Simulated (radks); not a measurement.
These are the eigenvalues of the occupied orbitals of an atom or ion with whole-number occupations (hartree). Method: scalar-relativistic Kohn-Sham, r2SCAN, spin-polarised, spherical densities, finite nucleus; meta-GGA in the generalised Kohn-Sham scheme; Fermi nuclear charge, rms radius of each element as measured or else 0.836 A^(1/3) + 0.57 fm; computed with a radial shooting solver on a logarithmic mesh with Libxc functionals.

orbital  eigenvalue
1s down   -198.9237
1s up     -198.9229
2s up     -23.46249
2s down   -23.42181
2p up     -19.70639
2p down   -19.67509
3s up      -3.68573
3s down    -3.57619
3p up      -2.67002
3p down    -2.56060
3d up      -1.12931
4d up      -0.35142

Which element is it, and in what charge state? The configuration may be excited. Open shells, if any, are filled with parallel spins first.

Answer. Z = 23, vanadium, charge +2: V2+ in [Ar] 3d2 4d1. The list shows which subshells hold electrons but not how many an open one holds; the 1s level, -198.92 hartree, gives Z - s = 19.9 by -(Z - s)^2/2, which with screening and relativity narrows Z to a few neighbours, and the depths of the outer levels then fix element, charge and occupations together.
